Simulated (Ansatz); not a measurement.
The cluster Ru2F6, relaxed as a singlet with RKS PBE0-D4/def2-SVP in Ansatz, starting from the GFN2-xTB geometry. Force threshold 0.02 eV/Å.

In the def2 sets Ru takes a core potential; there is no spin–orbit coupling. The structure comes from a short search, and lower isomers may exist.

Start:

```xyz
8

Ru   -0.408   -0.882    0.820
Ru    0.415    0.886   -0.811
F    -1.843   -1.879    0.549
F    -1.302    1.517   -0.530
F     1.302   -1.536    0.557
F    -0.415    0.557    1.980
F     1.849    1.894   -0.597
F     0.402   -0.558   -1.969
```

```csv
step,energy (eV),largest force component (eV/Å),SCF passes
1,-21435.9137,2.483,28
2,-21436.4263,0.764,35
3,-21436.5690,0.241,33
4,-21436.5773,0.091,31
5,-21436.5778,0.049,30
6,-21436.5783,0.005,28
```

Force components are those of the run's own axes.

End:

```xyz
8

Ru   -0.1491   -0.7668    0.9506
Ru    0.1491    0.7667   -0.9506
F    -1.6499   -1.5858    0.3510
F    -1.4300    1.6404   -0.7901
F     1.4312   -1.6388    0.7926
F    -0.3120    0.4957    2.2399
F     1.6516    1.5840   -0.3530
F     0.3090   -0.4955   -2.2405
```

By distances, no bond broke or formed. The bond that changes most is Ru1–Ru2, from 2.54 to 2.46 Å (atoms count from 1). The end is the same structure that another start reached.

No frequencies were taken in this run, so the end may be a saddle point.

Hardware: 4 threads of AMD EPYC 9R45 on a shared host. Wall time 8.5 s.
